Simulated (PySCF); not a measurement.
A mixed set of molecules.

All values: CAM-B3LYP/def2-SVPD (PySCF) at GFN2-xTB geometries, gas phase, one conformer each. Core orbitals are frozen in the response; Δα² is half the sum of the squared differences of the principal polarisabilities.

Question: Rank by HOMO energy, lowest first.
A. `C1CC(N2CC2)C1`
B. `CC(C)(C)C(=O)Cl`
C. `CCc1cc(C#N)cs1`
D. `CSc1ccncc1`
E. `C=CC[C@@H]1CCN1`
F. `[SiH3]O[SiH2]O[SiH2]S`

Answer: B (-9.78 eV), F (-8.83 eV), C (-8.49 eV), A (-8.07 eV), D (-7.86 eV), E (-7.74 eV).

Question: Rank by polarisability anisotropy Δα, highest first.
A. `[CH2:1]1[CH2:2][CH:3]([N:4]2[CH2:5][CH2:6]2)[CH2:7]1` with C2–C3–N4–C5 94°, C7–C1–C2–C3 -11°, C1–C2–C3–N4 127°, C3–N4–C5–C6 109°, C2–C3–C7–C1 -11°
B. `[CH3:1][CH2:2][c:3]1[cH:4][c:5]([C:6]#[N:7])[cH:8][s:9]1` with C1–C2–C3–C4 106°
C. `[CH2:1]=[CH:2][CH2:3]/[N:4]=[CH:5]/[CH2:6][CH3:7]` with C1–C2–C3–N4 -130°, C2–C3–N4–C5 121°, N4–C5–C6–C7 124°
D. `CC(C)(C)C(=O)Cl` (pivaloyl chloride)
E. `[SiH3:1][O:2][SiH2:3][O:4][SiH2:5][SH:6]` with Si1–O2–Si3–O4 11°, O2–Si3–O4–Si5 -7°, Si3–O4–Si5–S6 -82°, O4–Si5–S6–H -39°
F. `[CH3:1][S:2][C@@H:3]([CH3:4])[S@@:5]([CH3:6])=[O:7]` with C1–S2–C3–C4 -57°, S2–C3–S5–C6 72°

Answer: B (9.40 Å³), C (4.80 Å³), F (3.07 Å³), A (2.70 Å³), D (2.42 Å³), E (1.88 Å³).

Question: Rank by HOMO–LUMO gap, highest first.
A. `CCC1=CC(C#N)=CS1`
B. `CCCCC(=O)Cl`
C. `C=CC[C@@H]1CCN1`
D. `C=CC/N=C/CC`
E. `C[C@H](F)C(=O)O`
F. `CC(C)(C)C(=O)Cl`

Answer: E (10.75 eV), B (10.09 eV), F (9.93 eV), D (9.57 eV), C (8.86 eV), A (8.12 eV).

All values together:

```
               SMILES   formula  μ (D)  HOMO (eV)  LUMO (eV)  α (Å³)  Δα (Å³)  electrons  α per electron (Å³)
      CC(C)(C)C(=O)Cl   C5H9ClO   3.07      -9.78       0.15   11.32     2.42         64                0.177
          C=CC/N=C/CC    C6H11N   1.45      -8.60       0.96   12.33     4.80         54                0.228
        C1CC(N2CC2)C1    C6H11N   1.10      -8.07       1.57   11.10     2.70         54                0.206
      C=CC[C@@H]1CCN1    C6H11N   1.29      -7.74       1.12   11.31     2.51         54                0.209
           CSc1ccncc1    C6H7NS   2.85      -7.86       0.27   14.28     8.99         66                0.216
CS[C@@H](C)[S@@](C)=O  C4H10OS2   2.84      -7.85       0.90   14.07     3.07         74                0.190
      C[C@H](F)C(=O)O   C3H5FO2   0.62      -9.95       0.80    6.72     1.58         48                0.140
       CCc1cc(C#N)cs1    C7H7NS   4.92      -8.49      -0.37   15.29     9.40         72                0.212
          CCCCC(=O)Cl   C5H9ClO   3.14      -9.98       0.11   11.66     4.98         64                0.182
[SiH3]O[SiH2]O[SiH2]S  H8O2SSi3   0.89      -8.83       0.73   14.70     1.88         82                0.179
```

Conformers: `[CH2:1]=[CH:2][CH2:3]/[N:4]=[CH:5]/[CH2:6][CH3:7]` with C1–C2–C3–N4 -130°, C2–C3–N4–C5 121°, N4–C5–C6–C7 124°; `[CH2:1]1[CH2:2][CH:3]([N:4]2[CH2:5][CH2:6]2)[CH2:7]1` with C2–C3–N4–C5 94°, C7–C1–C2–C3 -11°, C1–C2–C3–N4 127°, C3–N4–C5–C6 109°, C2–C3–C7–C1 -11°; `[CH2:1]=[CH:2][CH2:3][C@@H:4]1[CH2:5][CH2:6][NH:7]1` with C1–C2–C3–C4 102°, C2–C3–C4–C5 55°, C3–C4–C5–C6 -107°, C4–C5–C6–N7 -12°, C5–C6–N7–C4 13°, C3–C4–N7–C6 106°; `[CH3:1][S:2][c:3]1[cH:4][cH:5][n:6][cH:7][cH:8]1` with C1–S2–C3–C4 179°; `[CH3:1][S:2][C@@H:3]([CH3:4])[S@@:5]([CH3:6])=[O:7]` with C1–S2–C3–C4 -57°, S2–C3–S5–C6 72°; `[CH3:1][C@H:2]([F:3])[C:4](=[O:5])[OH:6]` with C1–C2–C4–O5 -68°, C2–C4–O6–H 180°; `[CH3:1][CH2:2][c:3]1[cH:4][c:5]([C:6]#[N:7])[cH:8][s:9]1` with C1–C2–C3–C4 106°; `[CH3:1][CH2:2][CH2:3][CH2:4][C:5](=[O:6])[Cl:7]` with C1–C2–C3–C4 180°, C2–C3–C4–C5 180°, C3–C4–C5–O6 0°; `[SiH3:1][O:2][SiH2:3][O:4][SiH2:5][SH:6]` with Si1–O2–Si3–O4 11°, O2–Si3–O4–Si5 -7°, Si3–O4–Si5–S6 -82°, O4–Si5–S6–H -39°.

Q: How closely does the mean polarisability follow the number of electrons in this set?

A: The correlation coefficient is 0.82; α per electron runs from 0.140 to 0.228 Å³.
